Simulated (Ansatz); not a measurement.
Start from `BC(B)[SiH3]` and change one atom or group to get `BC(O)[SiH3]`.

Ansatz, PBE0-D4/def2-TZVP geometries, multiplicity 1. Each molecule was computed in one conformer, which needn't be the lowest.

```json
{"property": "HOMO–LUMO gap (PBE0/def2-TZVPP) / eV", "`BC(B)[SiH3]`": "7.57"}
{"property": "size of the dipole moment (B3LYP/def2-TZVPP) / D", "`BC(B)[SiH3]`": "0.96"}
{"property": "HOMO–LUMO gap (ωB97M-V/def2-TZVPP) / eV", "`BC(B)[SiH3]`": "11.65"}
{"property": "HOMO energy (B3LYP/def2-TZVPP) / eV", "`BC(B)[SiH3]`": "-8.64"}
{"property": "size of the dipole moment (ωB97M-V/def2-TZVPP) / D", "`BC(B)[SiH3]`": "0.94"}
{"property": "HOMO–LUMO gap (PBE/def2-TZVPP) / eV", "`BC(B)[SiH3]`": "5.26"}
```

**Question.** Give the same properties after the change, and the shifts. (An estimate is asked.)

**Answer.** Ansatz gave: 
| property | `BC(O)[SiH3]` | shift |
| --- | --- | --- |
| HOMO–LUMO gap (PBE0/def2-TZVPP) / eV | 6.47 | -1.10 |
| size of the dipole moment (B3LYP/def2-TZVPP) / D | 2.09 | 1.13 |
| HOMO–LUMO gap (ωB97M-V/def2-TZVPP) / eV | 10.61 | -1.04 |
| HOMO energy (B3LYP/def2-TZVPP) / eV | -7.44 | 1.20 |
| size of the dipole moment (ωB97M-V/def2-TZVPP) / D | 2.08 | 1.14 |
| HOMO–LUMO gap (PBE/def2-TZVPP) / eV | 4.18 | -1.08 |

With PBE0 the HOMO rises by 1.14 eV and the LUMO rises by 0.05 eV, so the gap narrows by about 1.09 eV. PBE moves the HOMO by 1.17 eV and ωB97M-V by 1.18 eV. The zero-point energy changes by -18.8 kJ/mol with -3 modes. Dipoles are sizes alone; their direction can turn.

B3LYP here is the variant with VWN-RPA as its local correlation; programs differ in this.
